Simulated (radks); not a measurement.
The numbers below are computed, except where a source is named.
Hg LXXIII, 8 electrons, occupied as [He] 2s2 2p4.

Code: a radial shooting solver on a logarithmic mesh with Libxc functionals. Model: scalar-relativistic Kohn-Sham, PBEsol, spin-polarised, spherical densities, finite nucleus; open shells are filled with parallel spins first (spin-orbit coupling, left out, can overturn this in heavy ions); Fermi nuclear charge, rms radius 5.4648 fm.

Energy parts (eV):
part                      energy
total                 -319212.22
kinetic                375816.08
electron-nucleus      -708296.81
Hartree                 16547.70
exchange-correlation    -3279.19

Orbitals (lengths in bohr, moments of r in powers of bohr; <r^-3> diverges for s and p1/2):
orbital,occ.,eigenvalue (eV),<r^-3>,<r>
1s up,1,-90746.15,-,0.01657
1s down,1,-90708.97,-,0.01656
2s up,1,-21670.46,-,0.06830
2s down,1,-21611.54,-,0.06837
2p up,3,-19746.28,28460,0.06134
2p down,1,-19677.48,28390,0.06144

The highest occupied level is 2p down at -19677.5 eV. Spin moment in Bohr magnetons: 2. Summed over all electrons, <r^2> = 0.03012 bohr^2, which gives a Langevin (diamagnetic) susceptibility term of -0.0239 x 10^-6 cm^3/mol.
